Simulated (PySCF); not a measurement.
Species: C3H12GeN2.
Bonds: C1–N2, N2–Ge3, N2–C4, C4–C5, C5–N6. Hydrogens: H7, H8, H9 on C1; H10, H11, H12 on Ge3; H13, H14 on C4; H15, H16 on C5; H17, H18 on N6.

The computed photoelectron lines, unassigned: C 1s: 291.10 (area 1), 291.14 (area 1), 291.25 (area 1) eV; N 1s: 403.69 (area 1), 405.01 (area 1) eV.

Theory: PySCF 2.14.0, delta-SCF UKS SCAN, pcX-2 on the ionised atom, pcseg-1 elsewhere, spin-free X2C. The structure is a single PBE0-D3(BJ)/def2-SVP conformer in the gas phase; no vibrational or solvent corrections.

Question: Which nitrogen gives which N 1s line?

Answer: 403.69 eV: N2 (nitrogen bonded to 2 C and Ge); 405.01 eV: N6 (primary amine nitrogen). The listed N 1s values span 1.32 eV, from N2 (bonded to 2 C and Ge) to N6 (bonded to C and 2 H). Summing the Pauling electronegativity differences to the bonded atoms, each weighted by its formal bond order, gives -2.01 for the lowest site and -2.17 for the highest; the largest sum, -2.01, belongs to N2, 1.32 eV below the top. The smallest sum, -2.17, belongs to N6, 1.32 eV above the lowest.

Bonded neighbours of each site: C1: N and 3 H; N2: 2 C and Ge; C4: N, C and 2 H; C5: N, C and 2 H; N6: C and 2 H.

Question: Which photon wavelength matches the C 1s of C5 threshold?

Answer: λ = hc/E = 12398.42 eV Å / 291.25 eV = 42.570 Å.

No level of germanium is listed.

The run took 59 s wall on an Arm Neoverse V1 with one thread, shared host with 32 logical CPUs at a one-minute load of 12, and the process peaked at 0.77 GiB of memory.

Conformer computed: `[CH3:1][N:2]([GeH3:3])[CH2:4][CH2:5][NH2:6]`: C1–N2–C4–C5 -82°, N2–C4–C5–N6 -63°, H–N6–C5–C4 -78°, H–N6–C5–C4 162°.
